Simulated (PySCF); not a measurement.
Si(H)(Cl)2(OMe) (CH4Cl2OSi), SMILES CO[SiH](Cl)Cl.

Coordinates come from a PBE0-D3(BJ)/def2-SVP optimisation. Other conformers were not sampled.

Method: SMD-B3LYP/6-31G* in PySCF.

Solvation free energies are E(SMD) − E(gas) at the gas-phase geometry, for 1 M in both phases. In vacuum the dipole moment is 2.45 D.

Computed solvation free energies in water, acetonitrile, 1-octanol:
| solvent | ΔG(solv) (kcal/mol) | its non-electrostatic (CDS) part | dipole (D) |
|---|---|---|---|
| water | -0.7 | 2.9 | 3.07 |
| acetonitrile | -4.0 | -1.0 | 3.05 |
| 1-octanol | -3.7 | -0.7 | 2.98 |
